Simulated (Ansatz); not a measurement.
Ideal-gas functions of `NC(F)=[Se]` at 600 K and 1 bar, from an Ansatz frequency run at PBE0-D4/def2-TZVP.

Molar mass 125.99 g/mol, point group Cs (symmetry number 1), electronic degeneracy 1, moments of inertia 43.996, 169.873, 213.868 u Å². Harmonic wavenumbers (cm⁻¹, unscaled): 335, 344, 410, 556, 613, 699, 1001, 1307, 1430, 1631, 3603, 3748.

Use S(trans) = R[1.5 ln M + 2.5 ln T − 1.1517]; rotational temperatures θ = 24.2544 K / I; S(rot) = R[ln(√π/σ · √(T³/θAθBθC)) + 1.5]; for each mode x = 1.438777 ν̃/T, S = R[x/(eˣ − 1) − ln(1 − e⁻ˣ)] and H = RT x/(eˣ − 1); 1 cm⁻¹ = 0.0119627 kJ/mol; R = 8.31446 J/(mol·K).

Question: By hand: the entropy, in J/(mol·K).

Answer: Translation 183.7. Rotation: θ = 0.5513, 0.1428, 0.1134 K, giving 116.6. Vibration, mode by mode: 10.36, 10.15, 8.78, 6.51, 5.82, 4.93, 2.78, 1.56, 1.23, 0.83, 0.01, 0.01, in all 53.0. Electronic 0.0. Sum 353.3 J/(mol·K).

Question: By hand: H − E and G − E in kJ/mol, counted from the electronic energy.

Answer: Zero-point energy ½ × 15677 × 0.0119627 = 93.8; thermal vibration 18.8; translation, rotation and pV give 4 RT = 20.0. H − E = 132.6 kJ/mol, and G − E = 132.6 − 600 × 353.3/1000 = -79.4 kJ/mol.

Vibration gives 15 % of the entropy. The sum counts one conformer and one mirror image; others add a mixing term.
